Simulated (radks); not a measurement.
Task: Species: Pt29+. Configuration: [Kr] 4d10 4f3. Method: Dirac Kohn-Sham, LDA (Slater exchange, Perdew-Wang correlation), spin-unpolarised, spherical densities, point nucleus; open shells are shared between the two j in proportion to 2j + 1; speed of light set to 274.072 atomic units (2 times the physical value, a model run); computed with a radial shooting solver on a logarithmic mesh with Libxc functionals. Some entries of the table are withheld. Estimate them.

orbital     occ.  eigenvalue (eV)  <r> (bohr)
1s1/2          2        -73661.69     0.01889
2s1/2          2        -13253.26     0.07947
2p1/2          2              (1)     0.06679
2p3/2          4              (2)     0.06876
3s1/2          2              (3)      0.2013
3p1/2          2        -3644.398      0.1916
3p3/2          4        -3564.698      0.1951
3d3/2          4        -3157.005      0.1704
3d5/2          6        -3136.704      0.1715
4s1/2          2              (4)      0.4221
4p1/2          2        -1420.822         (5)
4p3/2          4        -1398.807         (6)
4d3/2          4              (7)      0.4223
4d5/2          6              (8)      0.4242
4f5/2    1.28571        -997.9938         (9)
4f7/2    1.71429        -996.5663        (10)

Result: 
(1) 2p1/2 eigenvalue (eV): -12769.80
(2) 2p3/2 eigenvalue (eV): -12406.07
(3) 3s1/2 eigenvalue (eV): -3868.071
(4) 4s1/2 eigenvalue (eV): -1518.192
(5) 4p1/2 <r> (bohr): 0.4214
(6) 4p3/2 <r> (bohr): 0.4275
(7) 4d3/2 eigenvalue (eV): -1225.405
(8) 4d5/2 eigenvalue (eV): -1220.170
(9) 4f5/2 <r> (bohr): 0.4024
(10) 4f7/2 <r> (bohr): 0.4032
